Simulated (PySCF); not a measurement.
## C₆ coefficients of unlike pairs at PBE0

Calculated with PySCF 2.14 from the dipole response of each species, C₆(A,B) = (3/π) ∫ α_A(iu) α_B(iu) du, in atomic units, from isotropic polarisabilities. For ions this is the dispersion term alone; charge-induced terms of lower order in 1/R come first.

```csv
species,configuration,basis,relativity,α (bohr³),C₆ (like pair)
Pb⁺,[Xe] 4f14 5d10 6s2 6p1 (2P),def2-QZVPPD with the def2 core potential (60 electrons) (8s6p5d4f1g),core potential,27.65,238.9
P³⁺,[Ne] 3s2 (1S),aug-cc-pwCVDZ (6s5p3d),none,6.824,17.33
Al⁺,[Ne] 3s2 (1S),def2-QZVPPD (10s6p5d2f1g),none,24.84,127.5
```

(1) Estimate C₆ for Al⁺ with Pb⁺.

No spin-orbit coupling is included.

The other pairs:

| pair | C₆ |
| --- | --- |
| P³⁺, Pb⁺ | 64.03 |
| Al⁺, P³⁺ | 45.15 |

Results:

(1) The integral gives 168.3. The combination rule 2 C_A C_B / (C_A α_B/α_A + C_B α_A/α_B) gives 170.9 and the geometric mean 174.5.
